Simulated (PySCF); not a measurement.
1,1-difluoroethane (C2H4F2), SMILES CC(F)F. Atoms are numbered in the order given.

```xyz
8

C     -1.3641     0.0873     0.0000
C      0.0706    -0.3506     0.0000
F      0.7071     0.1348    -1.0922
F      0.7071     0.1348     1.0922
H     -1.4052     1.1858     0.0000
H     -1.8769    -0.2914    -0.8946
H     -1.8769    -0.2914     0.8946
H      0.1928    -1.4491     0.0000
```

Geometry: PBE0-D3(BJ)/def2-SVP.

All values below come from PBE/def2-TZVPD in PySCF.

Mulliken values depend strongly on the basis, most of all with diffuse functions as here. Atomic charges (e):

| atom | meta-Löwdin | Mulliken |
|---|---|---|
| C1 | (withheld) | -0.67 |
| C2 | (withheld) | 0.45 |
| F3 | -0.28 | -0.23 |
| F4 | -0.28 | -0.23 |
| H5 | (withheld) | 0.19 |
| H6 | (withheld) | 0.22 |
| H7 | (withheld) | 0.22 |
| H8 | 0.10 | 0.05 |

**Question.** What belongs in the gaps? (Estimate from the structure and the level; the computed values follow.)

**Answer.** 
- C1, meta-Löwdin: -0.38
- C2, meta-Löwdin: 0.44
- H5, meta-Löwdin: 0.13
- H6, meta-Löwdin: 0.13
- H7, meta-Löwdin: 0.13
